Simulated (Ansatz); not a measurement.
`OC(c1ccc[se]1)(C(F)(F)F)C(F)(F)F`, 19 atoms. Charge 0, multiplicity 1. Correlated methods include outer-core shells of Se, which these sets cover unevenly. Scalar relativity is left out up to krypton. All runs use 11 threads of an AMD EPYC 7R13 on a shared host and a whole NVIDIA H100 80 GB. Correlated methods freeze the cores.

Question: How many basis functions does each run have, and how long does it take in Ansatz? direct RPA on PBE orbitals/def2-TZVPP energy; RKS ωB97M-V/def2-QZVPP energy; RHF-MP2/def2-QZVPP energy; RKS BHLYP-D4/def2-TZVPP energy; RKS CAM-B3LYP-D4/def2-TZVPP energy; RHF-CCSD(T)/def2-SVP energy; RKS revPBE-D4/def2-TZVPP energy; RKS ωB97M-V/def2-SVP energy; RKS PBE0-D4/def2-TZVP relaxation (16 steps); RKS PBE0-D4/def2-TZVPP energy; RHF-CCSD(T)/def2-TZVPP energy; RKS PBE0-D4/def2-QZVPP energy. (An estimate is asked.)

Answer: The calculation gave: Other jobs shared the machine, so times are rough.

```json
{"level": "RKS revPBE-D4/def2-TZVPP", "job": "energy", "functions": "538", "wall time": "2 s", "peak host memory (GiB)": "1.1"}
{"level": "RKS ωB97M-V/def2-SVP", "job": "energy", "functions": "248", "wall time": "2.3 s", "peak host memory (GiB)": "1"}
{"level": "RKS CAM-B3LYP-D4/def2-TZVPP", "job": "energy", "functions": "538", "wall time": "2.4 s", "peak host memory (GiB)": "1.2"}
{"level": "RKS PBE0-D4/def2-TZVPP", "job": "energy", "functions": "538", "wall time": "2.5 s", "peak host memory (GiB)": "1.1"}
{"level": "RKS BHLYP-D4/def2-TZVPP", "job": "energy", "functions": "538", "wall time": "2.6 s", "peak host memory (GiB)": "1.1"}
{"level": "RKS PBE0-D4/def2-QZVPP", "job": "energy", "functions": "1007", "wall time": "3.8 s", "peak host memory (GiB)": "1.7"}
{"level": "direct RPA on PBE orbitals/def2-TZVPP", "job": "energy", "functions": "538", "wall time": "4.2 s", "peak host memory (GiB)": "3.3"}
{"level": "RKS ωB97M-V/def2-QZVPP", "job": "energy", "functions": "1007", "wall time": "6.5 s", "peak host memory (GiB)": "1.8"}
{"level": "RHF-CCSD(T)/def2-SVP", "job": "energy", "functions": "248", "wall time": "8 s", "peak host memory (GiB)": "1.7"}
{"level": "RHF-MP2/def2-QZVPP", "job": "energy", "functions": "1007", "wall time": "9 s", "peak host memory (GiB)": "1.9"}
{"level": "RKS PBE0-D4/def2-TZVP", "job": "relaxation (16 steps)", "functions": "506", "wall time": "25 s", "peak host memory (GiB)": "1.5"}
{"level": "RHF-CCSD(T)/def2-TZVPP", "job": "energy", "functions": "538", "wall time": "100 s", "peak host memory (GiB)": "1.1"}
```
